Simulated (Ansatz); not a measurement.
`O[Si](F)(F)[SiH3]` and `O[Si](O)(F)F` differ in one atom or group.

Ansatz, PBE0-D4/def2-TZVP geometries, multiplicity 1. Each molecule was computed in one conformer, which needn't be the lowest.

| property | `O[Si](F)(F)[SiH3]` |
| --- | --- |
| HOMO–LUMO gap (B3LYP/def2-TZVPP) / eV | 8.60 |
| LUMO energy (B3LYP/def2-TZVPP) / eV | -0.24 |
| LUMO energy (PBE0/def2-TZVPP) / eV | -0.01 |
| LUMO energy (ωB97M-V/def2-TZVPP) / eV | 1.72 |
| size of the dipole moment (PBE/def2-TZVPP) / D | 1.02 |
| HOMO energy (B3LYP/def2-TZVPP) / eV | -8.84 |

(1) What does the change do to each property? (Estimate.)

Answers

(1) Computed: 
| property | `O[Si](O)(F)F` | shift |
| --- | --- | --- |
| HOMO–LUMO gap (B3LYP/def2-TZVPP) / eV | 9.75 | 1.15 |
| LUMO energy (B3LYP/def2-TZVPP) / eV | -0.11 | 0.13 |
| LUMO energy (PBE0/def2-TZVPP) / eV | 0.30 | 0.31 |
| LUMO energy (ωB97M-V/def2-TZVPP) / eV | 1.82 | 0.10 |
| size of the dipole moment (PBE/def2-TZVPP) / D | 0.17 | -0.85 |
| HOMO energy (B3LYP/def2-TZVPP) / eV | -9.86 | -1.02 |

With PBE0 the HOMO falls by 1.12 eV and the LUMO rises by 0.31 eV, so the gap widens by about 1.43 eV. PBE moves the HOMO by -0.54 eV and ωB97M-V by -1.52 eV. The zero-point energy changes by -27.6 kJ/mol with -6 modes. Dipoles are sizes alone; their direction can turn.

B3LYP here is the variant with VWN-RPA as its local correlation; programs differ in this.
